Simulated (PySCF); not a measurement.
# What the low excited states add to the polarisability

C₆H₅NO₂.
Numbering: `[O:1]=[CH:2][O:3][c:4]1[cH:5][cH:6][cH:7][n:8][cH:9]1` (hydrogens: H10 on C2; H11 on C5; H12 on C6; H13 on C7; H14 on C9)

Geometry (PBE0-D3(BJ)/def2-SVP, Å), atoms numbered from 1 in this order:
```
atom  x, y, z in Å
O1     2.0461    1.2508   -1.1731
C2     2.3888    0.4513   -0.3555
O3     1.6088   -0.4000    0.3258
C4     0.2469   -0.5204    0.1708
C5    -0.5751    0.3067   -0.5932
C6    -1.9377    0.0125   -0.5994
C7    -2.4102   -1.0689    0.1391
N8    -1.6161   -1.8532    0.8659
C9    -0.3202   -1.5851    0.8803
H10    3.4348    0.2863   -0.0273
H11   -0.1635    1.1388   -1.1598
H12   -2.6276    0.6278   -1.1810
H13   -3.4782   -1.3129    0.1444
H14    0.3366   -2.2282    1.4774
```

Computed, not measured: PySCF, TDDFT PBE0/def2-SVPD, vertical, gas phase, core orbitals frozen in the response.

Computed singlets:

| state | E (eV) | f |
| --- | --- | --- |
| S1 | 4.85 | 0.0029 |
| S2 | 5.05 | 0.0006 |
| S3 | 5.33 | 0.079 |
| S4 | 5.66 | 0.0036 |
| S5 | 5.74 | 0.207 |
| S6 | 6.63 | 0.0014 |
| S7 | 6.66 | 0.023 |
| S8 | 6.75 | 0.151 |
| S9 | 6.81 | 0.0022 |
| S10 | 7.27 | 0.151 |

Problem. How much of the mean static polarisability do these states give, one by one?

Solution. Each state adds f / ΔE² (ΔE in hartree, 27.2114 eV).

```csv
state,f/ΔE² (au),running sum (au),running share of α (%)
S1,0.09,0.09,0.1
S2,0.02,0.11,0.1
S3,2.05,2.16,2.6
S4,0.08,2.24,2.7
S5,4.65,6.89,8.4
S6,0.02,6.92,8.4
S7,0.38,7.30,8.9
S8,2.46,9.76,11.9
S9,0.03,9.79,11.9
S10,2.12,11.91,14.5
```

The full response gives 82.25 au (12.19 Å³), so 70.3 au comes from the higher roots of the same equations.

Problem. By how much does the contribution of these states grow at 632.8 nm?

Solution. With ω = 0.0720 hartree each state's term in the mean polarisability goes from f / ΔE² to f / (ΔE² − ω²); the sum over all 10 states goes from 11.91 to 13.31 au, a rise of 1.40 au.

The largest single term belongs to S5, which also has the largest f.

A one-level model with all 46 active electrons at a single energy would need ΔE = √(N/α) = 20.3 eV to give this α, against S1 at 4.85 eV.

One conformer stands for the species.
